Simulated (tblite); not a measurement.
Compound: C6H15PSi2.
Atom-mapped SMILES: `[CH2:1]=[CH:2][P:3]1[CH2:4][CH2:5][SiH:6]([SiH3:7])[CH2:8][CH2:9]1` (hydrogens: H10, H11 on C1; H12 on C2; H13, H14 on C4; H15, H16 on C5; H17 on Si6; H18, H19, H20 on Si7; H21, H22 on C8; H23, H24 on C9)

Geometry (GFN2-xTB, Å), atoms numbered from 1 in this order:
```xyz
24
C6H15PSi2 angstrom
C     -3.760    0.637   -0.561
C     -2.746    0.510    0.279
P     -1.519   -0.833    0.134
C     -0.401   -0.299    1.521
C      0.885   -1.119    1.532
Si     1.930   -0.791   -0.035
Si     2.921    1.305    0.054
C      0.733   -0.917   -1.521
C     -0.539   -0.113   -1.281
H     -3.898   -0.045   -1.385
H     -4.493    1.423   -0.468
H     -2.637    1.184    1.121
H     -0.181    0.770    1.425
H     -0.957   -0.448    2.454
H      1.460   -0.880    2.429
H      0.625   -2.177    1.601
H      2.888   -1.908   -0.157
H      3.838    1.433    1.190
H      3.697    1.602   -1.152
H      1.963    2.410    0.192
H      1.220   -0.560   -2.432
H      0.460   -1.959   -1.700
H     -1.189   -0.143   -2.162
H     -0.310    0.937   -1.070
```

All values are computed: GFN2-xTB (tblite) harmonic vibrations without scaling, gas phase. Errors from tens to a few hundred cm⁻¹ against measured bands are possible. Modes of hydrogen on silicon can be 10 to 20 % off. One conformer, not necessarily the lowest. The optimisation stopped once no atom felt more than 0.01 eV/Å.

Lowest wavenumbers of the output (negative numbers stand for imaginary wavenumbers):
```
mode    cm-1
  1     -41.3
  2     -38.6
  3      44.9
  4      98.4
  5     117.5
  6     141.1
  7     186.4
  8     205.3
  9     241.8
 10     302.9
```

Is this structure a minimum?

Not by this Hessian. 2 modes are imaginary beyond 20i (41i and 39i cm⁻¹), so at this level the point lies at or near a saddle of order 2. The curvature is small, so loose convergence or finite differences may be the whole cause.

Which atoms move in the imaginary modes?

41i: H18 (Si–H hydrogen) 33 %, H19 (Si–H hydrogen) 33 %, H20 (Si–H hydrogen) 32 %; 39i: C1 (terminal =CH2 carbon) 38 %, H10 (vinylic hydrogen) 23 %, H12 (vinylic hydrogen) 17 %, C2 (alkene CH carbon) 10 %. These are shares of the mass-weighted motion.

What is the remedy?

Step along such a mode in both directions, optimise again with tighter thresholds and repeat the frequencies. The zero-point energy of this point (115.6 kcal/mol) counts the 64 real modes alone, and thermal corrections from it aren't those of a minimum.
